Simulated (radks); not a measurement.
Question: The boron ion B3+, [He]. Calculated with a radial shooting solver on a logarithmic mesh with Libxc functionals: non-relativistic Kohn-Sham, exchange-only B88, spin-polarised, spherical densities, point nucleus. Every spin shell is full or empty, so the densities are truly spherical. Functionals are evaluated on that one density, not self-consistently. Rank these orbital-free kinetic functionals by their error against the exact value of the orbitals, and give that value: Thomas-Fermi, von Weizsacker, TF + vW, TF + vW/9, TF + vW/5, LC94, APBEK, revAPBEK, Perdew 92, Thakkar, Pearson, LKT, PG1, DePristo-Kress, Ernzerhof.

Answer: Exact: 21.9700 hartree. From best to worst, with 100 (|E| - |E exact|)/|E exact| (equal figures are ties): von Weizsacker 0.00, APBEK +1.38, LC94 +1.51, Thakkar +1.74, TF + vW/9 +1.95, Perdew 92 +1.97, DePristo-Kress +2.00, revAPBEK +2.27, Pearson -3.02, Ernzerhof +5.65, Thomas-Fermi -9.17, TF + vW/5 +10.83, PG1 +54.04, LKT +61.49, TF + vW +90.83.
